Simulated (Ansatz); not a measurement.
Geometry optimisation, RKS PBE0-D4/def2-mTZVP in Ansatz.

The input (input.yaml):

```yaml
crystal:
  periodic: [false, false, false]
  atoms:
    - { symbol: C, position_ang: [-0.3527, -1.0941, 1.1902] }
    - { symbol: B, position_ang: [0.7057, -0.5713, 0.1512] }
    - { symbol: F, position_ang: [1.8867, -1.3368, -0.0346] }
    - { symbol: Si, position_ang: [0.5203, 1.0688, -0.8782] }
    - { symbol: O, position_ang: [0.39675, 2.40664, 0.29764] }
    - { symbol: H, position_ang: [-0.5573, -0.2513, 1.9484] }
    - { symbol: H, position_ang: [-0.0484, -1.9868, 1.6737] }
    - { symbol: H, position_ang: [-1.3146, -1.2124, 0.6311] }
    - { symbol: H, position_ang: [-0.59881, 1.04716, -1.70027] }
    - { symbol: H, position_ang: [1.77156, 1.28105, -1.6579] }
    - { symbol: H, position_ang: [1.3302, 2.46271, 0.718] }
basis:
  gaussian: { orbitals: def2-mTZVP }
hamiltonian:
  xc: pbe0
  dispersion: d4
relax:
  f_tol: 0.015
  max_steps: 40
output:
  orbitals: {}
```

Launched with:

```bash
$ ansatz run input.yaml --threads 2 --pin off --max-ram 3072MiB --backend cpu --events-out ev --progress --plain --runs-dir out
```

Q: Where does it end, and by what steps?

A: The run converged. The force dipped under the threshold on the way, but the program's further checks kept it going. After 34 steps the energy has fallen by 0.709 eV; F3 moved furthest, 1.12 Å.

| step | energy less start (eV) | largest force component (eV/Å) | accepted |
| --- | --- | --- | --- |
| 0 | 0.0000 | 2.714 | yes |
| 2 | -0.6499 | 0.408 | yes |
| 4 | -0.6694 | 0.201 | yes |
| 6 | -0.6818 | 0.185 | yes |
| 8 | -0.6918 | 0.263 | yes |
| 10 | -0.6974 | 0.099 | yes |
| 12 | -0.7018 | 0.165 | yes |
| 14 | -0.7043 | 0.202 | yes |
| 16 | -0.7058 | 0.077 | yes |
| 18 | -0.7072 | 0.014 | yes |
| 20 | -0.7077 | 0.043 | yes |
| 22 | -0.7081 | 0.020 | yes |
| 24 | -0.7081 | 0.034 | yes |
| 26 | -0.7084 | 0.023 | yes |
| 28 | -0.7086 | 0.049 | yes |
| 30 | -0.7088 | 0.010 | yes |
| 32 | -0.7089 | 0.041 | yes |
| 34 | -0.7090 | 0.010 | yes |

```xyz
11
Properties=species:S:1:pos:R:3
C -0.162 -1.028 1.342
B 0.557 -0.738 -0.009
F 1.087 -1.760 -0.687
Si 0.723 1.108 -0.875
O 0.008 2.316 0.025
H 0.122 -0.313 2.120
H -0.006 -2.044 1.713
H -1.242 -0.879 1.205
H 0.015 1.129 -2.184
H 2.166 1.418 -1.127
H 0.471 2.607 0.816
```

Whether the end is a true minimum wasn't checked by a vibrational analysis.

The run took 67 s on 2 threads of Intel(R) Xeon(R) 6975P-C (Granite Rapids), on a shared host, peak memory 0.28 GiB.
